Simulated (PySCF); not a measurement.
**Bonding in `C=CCOC1=C([SiH2]Cl)C1`**

Compound: C6H9ClOSi.
Atom-mapped SMILES: `[CH2:1]=[CH:2][CH2:3][O:4][C:5]1=[C:6]([SiH2:7][Cl:8])[CH2:9]1` (hydrogens: H10, H11 on C1; H12 on C2; H13, H14 on C3; H15, H16 on Si7; H17, H18 on C9)

Geometry (GFN2-xTB, Å), atoms numbered from 1 in this order:
```xyz
18
C6H9ClOSi angstrom
C      2.1768    1.2047    0.8992
C      1.8522   -0.0678    1.0184
C      1.6482   -0.9947   -0.1421
O      0.5306   -1.8614    0.0529
C     -0.6484   -1.2759   -0.0009
C     -1.4110   -0.2222   -0.1803
Si    -1.6926    1.5666   -0.5153
Cl    -2.7440    1.7613   -2.2353
C     -2.0920   -1.5662    0.1071
H      2.3312    1.8341    1.7577
H      2.3174    1.6654   -0.0647
H      1.7144   -0.5244    1.9893
H      1.5217   -0.4266   -1.0714
H      2.5043   -1.6710   -0.2414
H     -2.4828    2.1855    0.5465
H     -0.4072    2.2383   -0.6986
H     -2.5314   -1.7453    1.0829
H     -2.5961   -2.0940   -0.6956
```

Bond orders from the PBE0/pcSseg-1 density (PySCF). One conformer (not necessarily the lowest) at the GFN2-xTB geometry, without solvent, vibrations or thermal averaging.

**Question.** Where do the orders between heavy atoms depart from those drawn in the SMILES?

**Answer.** The largest departure is 0.390, at C5–C6 (drawn double, 1.610). Drawn single, order above 1.12: O4–C5 (1.127). Drawn single, order below 0.88: C3–O4 (0.845) and C6–C9 (0.839). Drawn double or triple, more than 0.30 short of the drawn order: C5–C6 (1.610).

**Question.** Set the Mayer orders of the bonds between heavy atoms beside their lengths.

**Answer.** 
| bond | drawn as | length (Å) | Mayer order |
| --- | --- | --- | --- |
| C1–C2 | double | 1.319 | 1.968 |
| C2–C3 | single | 1.499 | 1.043 |
| C3–O4 | single | 1.428 | 0.845 |
| O4–C5 | single | 1.317 | 1.127 |
| C5–C6 | double | 1.313 | 1.610 |
| C6–Si7 | single | 1.842 | 0.922 |
| Si7–Cl8 | single | 2.025 | 0.971 |
| C6–C9 | single | 1.534 | 0.839 |
| C9–C5 | single | 1.476 | 1.042 |

Bonds between the same two heavy elements. C–C: lowest C6–C9 (0.839, 1.534 Å), highest C1–C2 (1.968, 1.319 Å); in 1 of the 10 pairs the longer bond (by over 0.003 Å) has the higher order (by 0.02 or more). C–O: lowest C3–O4 (0.845, 1.428 Å), highest O4–C5 (1.127, 1.317 Å).

**Question.** And the bonds to hydrogen?

**Answer.** C–H: 0.94 to 0.95 (7 bonds); H–Si: 0.92 to 0.93 (2 bonds).

**Question.** Sum the orders of all bonds at each heavy atom with more than one neighbour and set the sums beside the valence in the SMILES.

**Answer.** C1 3.871 (drawn 4), C2 3.964 (drawn 4), C3 3.777 (drawn 4), O4 1.972 (drawn 2), C5 3.779 (drawn 4), C6 3.371 (drawn 4), Si7 3.748 (drawn 4), C9 3.776 (drawn 4). Orders between atoms that aren't bonded are not in these sums.

The Mayer order sums products of elements of PS (density times overlap matrix) between the two atoms' basis functions, so it depends on the basis set.

The run behind these numbers computed NMR shieldings as well. The run took 39 s wall on Arm Neoverse V2, one thread, shared host with 192 logical CPUs at a one-minute load of 80, and the process peaked at 0.88 GiB of memory.
